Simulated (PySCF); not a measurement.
Si(OH)2(SH)2 (H4O2S2Si), SMILES O[Si](O)(S)S.

Geometry: B3LYP-D3(BJ)/def2-SVP. The values are those of a single conformer.

Two levels are set side by side: PBE/def2-TZVP (PySCF) and CAM-B3LYP/def2-TZVP (PySCF). Same geometry, gas phase. Differences are taken from unrounded values.

| quantity | PBE |
|---|---|
| orbital gap (eV) | 5.70 |
| highest occupied level (eV) | -6.46 |
| lowest empty level (eV) | -0.75 |
| dipole moment (D) | 0.86 |
| mean polarisability (bohr³) | 70.1 |

Problem. These are the PBE values. What does CAM-B3LYP give? (Estimate from the structure and the level; the computed values follow.)

Solution. 
```tsv
quantity	CAM-B3LYP	PBE minus CAM-B3LYP
orbital gap (eV)	10.11	-4.40
highest occupied level (eV)	-9.07	2.61
lowest empty level (eV)	1.04	-1.79
dipole moment (D)	0.83	0.03
mean polarisability (bohr³)	66.4	3.7
```

Without exact exchange PBE keeps part of each electron's self-repulsion, which lifts occupied levels and narrows the gap. Loosely held outer electrons make PBE densities more polarisable. Differences between two approximate levels are no errors against the true value.

Rough cost on one machine, each run with all the roots and properties that it gave: CAM-B3LYP against PBE within a factor of 2.
